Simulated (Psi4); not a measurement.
Complex: GeH4O2 (SMILES [OH][GeH2][OH]) (first 7 atoms) with CH4 (SMILES C); geometry from B3LYP-D3(BJ)/def2-TZVP, rigid monomers moved along the line of their centres of mass till H7···C8 is 3.55 Å.
(charge 0, multiplicity 1):
```xyz
12

O      1.004    -0.954    -0.010
Ge    -0.477     0.022    -0.242
O     -0.304     1.595     0.583
H      1.788    -0.539    -0.383
H     -0.678     0.403    -1.715
H     -1.577    -0.841     0.386
H     -0.199     1.500     1.536
C      0.554    -0.184     4.565
H      0.727    -0.725     5.494
H      1.024     0.798     4.638
H      0.987    -0.738     3.733
H     -0.520    -0.073     4.419
```

All values below come from Psi4 with SAPT0/aug-cc-pVDZ.

### Question
Which attractive term is largest, and how does the interaction split up?

### Answer
electrostatics -0.23, exchange 0.08, induction -0.06, dispersion -0.46, total -0.67 kcal/mol; the largest attraction is dispersion.
